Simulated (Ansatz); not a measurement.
Gas-phase electronic energies from Ansatz, PBE0-D4/def2-TZVP geometries. CCSD(T)/CBS adds triple-zeta CCSD(T) − MP2 to the extrapolated MP2 energy (def2 sets, frozen cores). Functionals use def2-TZVPP. HSE06 is defined as in plane-wave codes. For Ga outer-core shells are correlated without core-valence functions, which leaves a few kJ/mol of doubt a bond. Scalar relativity is left out up to krypton.

Consider the redistribution: `C[Si](C)(F)[GaH2]` + `[AlH2][BH]Cl` → `Cl[BH][GaH2]` + `C[Si](C)(F)[AlH2]`.

```tsv
level	ΔE (kJ/mol)
PBE-D4	1.6
r2SCAN0-D4	2.5
B2PLYP	2.8
HSE06	1.4
BHLYP	3.4
CCSD/def2-SVP	3.6
CCSD(T)/def2-SVP	3.6
CCSD/def2-TZVPP	2.4
```

Problem. What does CCSD(T)/CBS give? (Best estimate.)

Solution. The calculation gave: +2.3 kJ/mol. The listed levels differ from it by -0.7, 0.2, 0.5, -0.9, 1.1, 1.3, 1.3, 0.1 kJ/mol.

Largest T1 diagnostic among the species: 0.014.

Leaving LDA and LC-ωPBE aside and taking each functional with its dispersion term where it has one, the values, not all of them listed here, spread over 3.2 kJ/mol, from PBE-D4 to ωB97M-V.
